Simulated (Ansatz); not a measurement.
Basis-set extrapolation for `O[SiH](F)[SiH](Cl)Cl` (PBE0-D4/def2-TZVP geometry, frozen core, Ansatz). Multiplicity 1, RHF reference.

|  | def2-TZVPP | def2-QZVPP |
| --- | --- | --- |
| HF | -1673.274036 | -1673.326411 |
| MP2 correlation | -1.096481 | -1.200452 |
| CCSD(T) correlation | -1.192213 | not run |

Energies in hartree. Use E(X) = E(∞) + A·exp(−7.88·√X) for Hartree–Fock and E(X) = E(∞) + B·X^(−2.97) for correlation, with X = 3 and 4, and add CCSD(T) minus MP2 of the smaller set to the MP2 limit.

Task: What is the CCSD(T) energy at the basis-set limit?

Result: HF limit: -1673.326411 + (-0.052375) × 0.13774 = -1673.33363. MP2 limit: -1.200452 + (-0.103971) × 0.74074 = -1.27747. Higher-order term: -1.192213 − (-1.096481) = -0.09573. Total: -1674.70683 hartree, 631.6 kJ/mol below CCSD(T)/def2-TZVPP.
